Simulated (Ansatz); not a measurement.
Program: Ansatz. Geometries: PBE0-D4/def2-TZVP. ΔE: electronic, gas phase. CCSD(T)/CBS is the MP2 limit (def2-TZVPP, def2-QZVPP) plus CCSD(T) − MP2 in def2-TZVPP, frozen cores. This one scheme is used for every species. def2 core potentials past Kr. For I outer-core shells are correlated without core-valence functions, which leaves a few kJ/mol of doubt a bond.

`F[Si](F)(Cl)I` + HCl → `F[Si](Cl)(Cl)I` + H–F  (ligand exchange at the Si–F bond)

| species | HF/def2-QZVPP energy (Eh) |
| --- | --- |
| `F[Si](F)(Cl)I` | -1244.35962 |
| HCl | -460.11222 |
| `F[Si](Cl)(Cl)I` | -1604.37538 |
| H–F | -100.07004 |

(1) Work out ΔE.

Largest T1 diagnostic among the species: 0.010.

## Answers

(1) ΔE = (-1604.37538) + (-100.07004) − (-1244.35962) − (-460.11222) = 0.02642 Eh = +16.6 kcal/mol. CCSD(T)/CBS gives +11.3 kcal/mol.

In def2-TZVPP, CCSD(T) changes the Hartree–Fock value by −3.4 kcal/mol (the triples alone add −0.8 kcal/mol) and MP2 by −5.3 kcal/mol. Leaving LDA and LC-ωPBE aside and taking each functional with its dispersion term where it has one, the values, not all of them listed here, spread over 4.9 kcal/mol, from revPBE-D4 to CAM-B3LYP-D4.
